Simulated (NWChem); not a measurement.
All runs are NWChem calculations. System: C₃H₉Si, charge 0, spin multiplicity 2, at a geometry optimised with UB3LYP/def2-SVP. The structure started from a generated list of species. Its SCF solution wasn't tested for a lower state. Level: UMP2/def2-TZVP, 8 core orbitals frozen.

Job file:

```
start mol
memory heap 200 mb stack 900 mb global 1100 mb
geometry units angstroms nocenter noautoz
  C      1.778225     0.408858     0.000000
  Si     0.081184    -0.355768     0.000000
  C     -0.861482     0.139817    -1.562433
  C     -0.861482     0.139817     1.562433
  H      2.333706     0.628527    -0.920148
  H      2.333706     0.628527     0.920148
  H      0.216436    -1.853171     0.000000
  H     -1.845871    -0.354955    -1.601843
  H     -0.304346    -0.151236    -2.468107
  H     -1.025775     1.229152    -1.601659
  H     -0.304346    -0.151236     2.468107
  H     -1.845871    -0.354955     1.601843
  H     -1.025775     1.229152     1.601659
  symmetry group Cs
end
basis spherical
  * library def2-tzvp
end
scf
  uhf
  nopen 1
  maxiter 100
  thresh 1e-7
  semidirect memsize 60000000 filesize 0
  # guess.movecs holds the orbitals of an unrestricted PBE0 run
  vectors input guess.movecs output mol.movecs
end
mp2
  freeze core 8
end
task mp2 energy
```

Part of the output:

```
             Northwest Computational Chemistry Package (NWChem) 7.3.0
             --------------------------------------------------------

                                NWChem Input Module
                                -------------------

 Scaling coordinates for geometry "geometry" by  1.889725989
 (inverse scale =  0.529177249)

 Turning off AUTOSYM since
 SYMMETRY directive was detected!

                             Geometry "geometry" -> ""
                             -------------------------

 Output coordinates in angstroms (scale by  1.889725989 to convert to a.u.)

  No.       Tag          Charge          X              Y              Z
 ---- ---------------- ---------- -------------- -------------- --------------
    1 C                    6.0000     1.77822500     0.40885800     0.00000000
    2 Si                  14.0000     0.08118400    -0.35576800     0.00000000
    3 C                    6.0000    -0.86148200     0.13981700    -1.56243300
    4 C                    6.0000    -0.86148200     0.13981700     1.56243300
    5 H                    1.0000     2.33370600     0.62852700    -0.92014800
    6 H                    1.0000     2.33370600     0.62852700     0.92014800
    7 H                    1.0000     0.21643600    -1.85317100     0.00000000
    8 H                    1.0000    -1.84587100    -0.35495500    -1.60184300
    9 H                    1.0000    -0.30434600    -0.15123600    -2.46810700
   10 H                    1.0000    -1.02577500     1.22915200    -1.60165900
   11 H                    1.0000    -0.30434600    -0.15123600     2.46810700
   12 H                    1.0000    -1.84587100    -0.35495500     1.60184300
   13 H                    1.0000    -1.02577500     1.22915200     1.60165900

 Effective nuclear repulsion energy (a.u.)     164.6138852775

            Nuclear Dipole moment (a.u.)
            ----------------------------
        X                 Y               Z
 ---------------- ---------------- ----------------
     0.0000113384     0.0000094486     0.0000000000

      Symmetry information
      --------------------

 Group name             Cs
 Group number              2
 Group order               2
 No. of unique centers     8

      Symmetry unique atoms

     1    2    3    5    7    8    9   10


 Summary of "ao basis" -> "" (spherical)
 ------------------------------------------------------------------------------
       Tag                 Description            Shells   Functions and Types
 ---------------- ------------------------------  ------  ---------------------
 *                         def2-tzvp                  on all atoms

 Summary of "ao basis" -> "ao basis" (spherical)
 ------------------------------------------------------------------------------
       Tag                 Description            Shells   Functions and Types
 ---------------- ------------------------------  ------  ---------------------
 C                         def2-tzvp                11       31   5s3p2d1f
 Si                        def2-tzvp                13       37   5s5p2d1f
 H                         def2-tzvp                 4        6   3s1p

                                 NWChem SCF Module
                                 -----------------

  ao basis        = "ao basis"
  functions       =   184
  atoms           =    13
  alpha electrons =    21
  beta  electrons =    20
  charge          =   0.00
  wavefunction    = UHF
  use symmetry    = T
  symmetry adapt  = T

 Summary of "ao basis" -> "ao basis" (spherical)
[...]
   10 H    1     0.44   0.13  0.24  0.06  0.01
   11 H    1     0.44   0.13  0.24  0.06  0.01
   12 H    1     0.44   0.13  0.24  0.06  0.01
   13 H    1     0.44   0.13  0.24  0.06  0.01

   Mulliken analysis of the spin density
   -------------------------------------

    Atom       Charge   Shell Charges
 -----------   ------   -------------------------------------------------------
    1 C    6     1.16   0.00 -0.00  0.03  0.04  0.03  0.35  0.48  0.24 -0.00 -0.00 -0.00
    2 Si  14    -0.04  -0.00 -0.00  0.00 -0.02 -0.01 -0.00  0.00 -0.01 -0.04 -0.01  0.01  0.03  0.01
    3 C    6     0.00   0.00 -0.00  0.00  0.00 -0.00  0.00  0.00 -0.00 -0.00 -0.00 -0.00
    4 C    6     0.00   0.00 -0.00  0.00  0.00 -0.00  0.00  0.00 -0.00 -0.00 -0.00 -0.00
    5 H    1    -0.08  -0.01 -0.05 -0.02  0.00
    6 H    1    -0.08  -0.01 -0.05 -0.02  0.00
    7 H    1     0.03   0.01  0.02  0.01 -0.00
    8 H    1     0.00  -0.00 -0.00  0.00 -0.00
    9 H    1    -0.00  -0.00 -0.00  0.00  0.00
   10 H    1     0.00  -0.00 -0.00  0.00  0.00
   11 H    1    -0.00  -0.00 -0.00  0.00  0.00
   12 H    1     0.00  -0.00 -0.00  0.00 -0.00
   13 H    1     0.00  -0.00 -0.00  0.00  0.00

       Multipole analysis of the density wrt the origin
       ------------------------------------------------

     L   x y z        total         alpha         beta         nuclear
     -   - - -        -----         -----         ----         -------
     0   0 0 0      0.000000    -21.000000    -20.000000     41.000000

     1   1 0 0     -0.005332     -1.594742      1.589399      0.000011
     1   0 1 0      0.214900     -0.243188      0.458079      0.000009
     1   0 0 1     -0.000000     -0.000000     -0.000000      0.000000

     2   2 0 0    -25.937866   -104.384725    -93.014096    171.460956
     2   1 1 0      0.534713     -7.687252     -5.797273     14.019238
     2   1 0 1     -0.000000     -0.000000     -0.000000     -0.000000
     2   0 2 0    -27.625172    -34.277008    -31.034541     37.686378
     2   0 1 1     -0.000000      0.000000     -0.000000     -0.000000
     2   0 0 2    -26.087318   -108.700492   -108.200350    190.813525

                   NWChem MP2 Semi-direct Energy/Gradient Module
                   ---------------------------------------------

  Basis functions       =    184
  Molecular orbitals    =    184
  Frozen core           =      8
  Frozen virtuals       =      0
  Active alpha occupied =     13
  Active beta occupied  =     12
  Active alpha virtual  =    163
  Active beta virtual   =    164
  Use MO symmetry       = T
  Use skeleton AO sym   = T

  AO/Fock/Back tols     =   1.0D-09  1.0D-09  1.0D-09

 GA uses MA = F    GA memory limited = T

 Available:
  local mem=  1.26D+08
 global mem=  1.44D+08
 local disk=  0.00D+00
  mp2_memr nvloc                   163
  nvloc new                   163
   1 passes of  13:        6291456                     174973                 118270952.
   1 passes of  13: M    126006408           G      144111488           F     119714952.

 Semi-direct pass number   1 of   1  for UHF alpha       at       75.2s
  vrange nnbf                 16408
  mp2_eaftype                   451  avail_ma_in_mb                  1098
 EAF : mp2_eaftype filesize         451   59135476.
  mp2_eaf for mointskh                    451
Node 0 wrote    278.1 Mb in      0.5 s     Agg I/O rate:   564.2 Mb/s
 Done moints_semi at      119.1s
  mp2_eaftype                   451  avail_ma_in_mb                   647
 EAF : mp2_eaftype filesize         451   59135476.
  mp2_eaf for kh                   451
 Done maket at      120.6s
 Done multipass loop at      120.6s

 GA uses MA = F    GA memory limited = T

 Available:
  local mem=  1.26D+08
 global mem=  1.44D+08
 local disk=  0.00D+00
  mp2_memr nvloc                   164
  nvloc new                   164
   1 passes of  12:        6291456                     167426                 109847084.
   1 passes of  12: M    126006408           G      144111488           F     119714952.

 Semi-direct pass number   1 of   1  for UHF beta        at      120.8s
  vrange nnbf                 16408
  mp2_eaftype                   419  avail_ma_in_mb                  1098
 EAF : mp2_eaftype filesize         419   54923542.
  mp2_eaf for mointskh                    419
Node 0 wrote    258.3 Mb in      0.4 s     Agg I/O rate:   594.4 Mb/s
 Done moints_semi at      163.9s
  mp2_eaftype                   419  avail_ma_in_mb                   679
 EAF : mp2_eaftype filesize         419   54923542.
  mp2_eaf for kh                   419
 Done maket at      165.7s
 Done multipass loop at      165.7s

          -------------------------------------------
          SCF energy                -407.813842704356
          Correlation energy          -0.602751397337
          Singlet pairs                0.000000000000
          Triplet pairs                0.000000000000
          Total MP2 energy          -408.416594101693
          -------------------------------------------

          ---------------------------------------------------
                    Spin Component Scaled (SCS) MP2
          Same spin pairs                     -0.126944698627
          Same spin scaling factor             0.333333333333
          Opposite spin pairs                 -0.475806698711
          Opposite spin scaling fact.          1.200000000000
          SCS-MP2 correlation energy          -0.613282937995
          Total SCS-MP2 energy              -408.427125642351
          ---------------------------------------------------

 -----------------------
 Performance information
 -----------------------

 Timer overhead =  1.36D-07 seconds/call

               Nr. of calls         CPU time (s)                 Wall time (s)                GFlops
             ---------------    -------------------     ------------------------------   -------------------
Name         Min   Avg   Max    Min     Avg     Max     Min     Avg     Max   Mx/calls   Min     Max     Sum
mp2: moin     2     2     2    87.     87.     87.      87.     87.     87.     44.      0.0     0.0     0.0
mp2: make     2     2     2    3.3     3.3     3.3      3.3     3.3     3.3     1.6      0.0     0.0     0.0
mp2: tota     1     1     1    91.     91.     91.      91.     91.     91.     91.      0.0     0.0     0.0

 The average no. of pstat calls per process was 5.00D+00
 with a timing overhead of 6.81D-07s

 Task  times  cpu:      165.7s     wall:      165.7s

 Total times  cpu:      165.7s     wall:      165.7s
```
